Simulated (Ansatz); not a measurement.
Ansatz (an electronic-structure program) input (CCSD(T)/def2-TZVPPD):
A basis named .json is the Basis Set Exchange file of that set.

Ansatz 0.2 input:
```yaml
crystal:
  periodic: [false, false, false]
  atoms:
    - {symbol: I, position_ang: [-1.85979164, 0.09530544, 0.01461599]}
    - {symbol: C, position_ang: [-0.00420179, -1.24815986, 0.21982951]}
    - {symbol: I, position_ang: [1.86058508, 0.07601455, -0.02380418]}
    - {symbol: H, position_ang: [-0.01684171, -1.59100025, -0.83200298]}
basis:
  gaussian:
    orbitals: def2-TZVPPD.json
total_charge: -1
magnetization: {spin_polarized: false}
correlation: {method: ccsd_t, electrons: outside_noble_gas}
```

End of the output:

```
integrals: 0.52 GiB planned
1377 factors; integrals over basis functions are off by at most 8.3e-4 eV
mean field: 0.81 GiB planned
mean field evaluation 1: about -17189.7044 eV, gradient 2.0e1 eV
mean field evaluation 2: about -17189.7525 eV, gradient 2.0e1 eV
mean field evaluation 4: about -17190.9688 eV, gradient 2.6e0 eV
mean field evaluation 8: about -17191.0294 eV, gradient 2.9e-1 eV
mean field evaluation 16: about -17191.0313 eV, gradient 2.4e-6 eV
mean field evaluation 32: about -17176.0396 eV, gradient 4.1e1 eV
mean field -17191.03133350 eV, -631.7587490067 hartree, gradient 2.4e-6 eV, S^2 0.000000; 1 other end points of the search recorded, 0 dependent functions left out
19 core orbitals not correlated
reference -17191.03133350 eV, -631.7587490067 hartree; 10, 10 occupied and 143, 143 virtual orbitals, 1377 factors
second order -12.50421967 eV of doubles, -0.00000000 eV of singles
coupled cluster: 1.00 GiB planned
cycle   1  -12.87664740 eV  change   -3.7e-1 eV  update   1.2e-1
cycle   2  -13.26723938 eV  change   -3.9e-1 eV  update   3.9e-2
cycle   3  -13.38356482 eV  change   -1.2e-1 eV  update   2.0e-2
cycle   4  -13.37862658 eV  change    4.9e-3 eV  update   5.7e-3
cycle   5  -13.37621594 eV  change    2.4e-3 eV  update   2.4e-3
cycle   6  -13.37652776 eV  change   -3.1e-4 eV  update   9.5e-4
cycle   7  -13.37644156 eV  change    8.6e-5 eV  update   4.5e-4
cycle   8  -13.37656774 eV  change   -1.3e-4 eV  update   2.8e-4
cycle   9  -13.37663753 eV  change   -7.0e-5 eV  update   1.4e-4
cycle  10  -13.37656603 eV  change    7.2e-5 eV  update   7.0e-5
cycle  11  -13.37658203 eV  change   -1.6e-5 eV  update   3.4e-5
cycle  12  -13.37659606 eV  change   -1.4e-5 eV  update   1.4e-5
cycle  13  -13.37660303 eV  change   -7.0e-6 eV  update   7.2e-6
perturbative correction -0.72988937 eV, -0.0268229396 hartree
Total energy: -17205.13782591 eV, -632.2771530408 hartree
```

It need not be the lowest isomer of its formula. Whether it binds its extra electron was not tested at this geometry.
